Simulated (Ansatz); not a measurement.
Ansatz (an electronic-structure program) input (RPA@PBE/cc-pV(T+d)Z):
A basis named .json is the Basis Set Exchange file of that set.

Ansatz 0.2 input:
```yaml
crystal:
  periodic: [false, false, false]
  atoms:
    - {symbol: B, position_ang: [-1.16156737, 0.43630842, 0.02571076]}
    - {symbol: Cl, position_ang: [0.46529914, -0.11147966, -0.00413971]}
    - {symbol: H, position_ang: [-2.10224853, -0.28638796, -0.05817867]}
basis:
  gaussian:
    orbitals: cc-pV_T+d_Z.json
hamiltonian:
  xc: pbe
magnetization: {spin_polarized: true, initial_magnetization: 1}
correlation: {method: rpa, electrons: outside_noble_gas}
```

End of the output:

```
integrals: 0.03 GiB planned
493 factors; integrals over basis functions are off by at most 1.3e-3 eV
mean field: 0.18 GiB planned
mean field evaluation 1: about -13206.3500 eV, gradient 1.6e1 eV
mean field evaluation 2: about -13206.3473 eV, gradient 1.6e1 eV
mean field evaluation 4: about -13208.0513 eV, gradient 3.2e0 eV
mean field evaluation 8: about -13208.0971 eV, gradient 5.4e-2 eV
mean field evaluation 16: about -13208.0971 eV, gradient 1.4e-5 eV
mean field -13208.09713969 eV, -485.3886171138 hartree, gradient 2.5e-6 eV, S^2 0.752499; 0 other end points of the search recorded, 0 dependent functions left out
6 core orbitals not correlated
reference -13190.43121404 eV, -484.7394063204 hartree; 6, 5 occupied and 71, 72 virtual orbitals, 493 factors
Total energy: -13203.32280884 eV, -485.2131636913 hartree
```

It need not be the lowest isomer of its formula.
